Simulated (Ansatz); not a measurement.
A search over several starts for the lowest SCF solution of PbF₄⁺ at the given spin, in a small basis.

```yaml
crystal:
  periodic: [false, false, false]
  atoms:
    - {symbol: Pb, position_ang: [0.000009, 0.000015, -0.000011]}
    - {symbol: F, position_ang: [0.011044, -0.018808, 2.038038]}
    - {symbol: F, position_ang: [1.917899, 0.010970, -0.689715]}
    - {symbol: F, position_ang: [-0.968433, 1.667990, -0.658870]}
    - {symbol: F, position_ang: [-0.960519, -1.660167, -0.689432]}
basis:
  gaussian: {orbitals: def2-SVP}
total_charge: 1
magnetization: {spin_polarized: true, initial_magnetization: 1}
hamiltonian: {xc: pbe0, dispersion: d4}
output: {orbitals: {seedname: orbitals}}
```

```sh
$ ansatz run in.yaml --threads 2 --pin off --events-out ev --progress --plain --max-ram 4352MiB
```

It prints (some lines left out):

```
Functional definition: PBE0
851 factors; integrals over basis functions are off by at most 1.3e-4 eV
mean field evaluation 1: about -16070.1789 eV, gradient 5.7e1 eV
mean field evaluation 2: about -16046.7465 eV, gradient 1.0e2 eV
mean field evaluation 4: about -16079.3263 eV, gradient 2.5e1 eV
mean field evaluation 8: about -16081.9130 eV, gradient 9.1e-1 eV
mean field evaluation 16: about -16081.9261 eV, gradient 2.2e-1 eV
mean field evaluation 32: about -16081.9288 eV, gradient 3.1e-2 eV
mean field evaluation 64: about -16070.1789 eV, gradient 5.7e1 eV
mean field evaluation 96: about -16081.9326 eV, gradient 3.2e-6 eV
mean field evaluation 128: about -16081.9173 eV, gradient 1.8e0 eV
mean field evaluation 160: about -16081.9254 eV, gradient 9.2e-2 eV
mean field evaluation 192: about -16081.9233 eV, gradient 2.7e-1 eV
mean field evaluation 224: about -16081.8907 eV, gradient 4.6e-1 eV
mean field evaluation 256: about -16081.9328 eV, gradient 1.1e-3 eV
mean field -16081.93285310 eV, -591.0001316260 hartree, gradient 2.9e-6 eV, S^2 0.820353; 13 other end points of the search recorded, 0 dependent functions left out
reference -16081.93288146 eV, -591.0001326681 hartree; 29, 28 occupied and 53, 54 virtual orbitals, 851 factors
Total energy: -16082.00076619 eV, -591.0026273857 hartree
```

Hardware: 2 threads of Arm Neoverse V2 on a shared host. Wall time 78 s.

Other converged states that the search met: 0.01 eV higher (⟨S²⟩ = 0.80).

In the def2 sets Pb takes a core potential; there is no spin–orbit coupling.
